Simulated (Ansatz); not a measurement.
Gas-phase electronic energies from Ansatz, PBE0-D4/def2-TZVP geometries. CCSD(T)/CBS is the MP2 limit (def2-TZVPP, def2-QZVPP) plus CCSD(T) − MP2 in def2-TZVPP, frozen cores. Functionals use def2-TZVPP. HSE06 is defined as in plane-wave codes. Each species was taken in one conformer, which may not be the lowest.

Consider the formal exchange of groups at the Al–Cl bond: `[OH][Al]([SH])[Cl]` + `O/C=C(/S)Cl` → `[OH][Al]([SH])[SH]` + `OC=C(Cl)Cl`.

| level | ΔE (kcal/mol) | difference from CCSD(T)/CBS |
| --- | --- | --- |
| r2SCAN-D4 | 20.8 | 0.1 |
| r2SCAN0-D4 | 21.2 | 0.5 |
| HSE06-D4 | 20.1 | -0.6 |
| B2PLYP | 21.0 | 0.3 |
| PBE0 | 20.1 | -0.6 |
| r2SCANh | 20.9 | 0.2 |
| r2SCAN0 | 21.2 | 0.5 |
| LC-ωPBE | 20.3 | -0.4 |
| RPA@PBE/def2-TZVPP | 19.7 | -1.0 |
| MP2/def2-SVP | 22.7 | 2.0 |
| CCSD(T)/def2-SVP | 22.1 | 1.4 |
| HF/def2-TZVPP | 22.9 | 2.2 |
| SCS-MP2/def2-TZVPP | 21.0 | 0.3 |
| CCSD/def2-TZVPP | 20.8 | 0.1 |
| SCS-MP2/def2-QZVPP | 21.2 | 0.5 |
| MP2/CBS(def2) | 21.5 | 0.8 |
| CCSD(T)/CBS | 20.7 | 0 |

(1) What do rigid-rotor, harmonic-oscillator terms from PBE0-D4/def2-TZVP frequencies (298.15 K, 1 bar) make of the CCSD(T)/CBS value? (Estimate.)

Largest T1 diagnostic among the species: 0.013.

Results:

(1) Computed: ΔZPE = -0.8 kcal/mol, ΔH = +20.3 kcal/mol, ΔS = 10 J/(mol·K), ΔG = +19.6 kcal/mol.

At CCSD(T), def2-SVP lies +1.4 kcal/mol from the extrapolated value and def2-TZVPP −0.3 kcal/mol. From PBE to PBE0 (25 % exact exchange), in def2-TZVPP and without D4, ΔE moves by +0.8 kcal/mol. Leaving LDA and LC-ωPBE aside and taking each functional with its dispersion term where it has one, the values, not all of them listed here, spread over 2.5 kcal/mol, from PBE-D4 to BHLYP-D4.
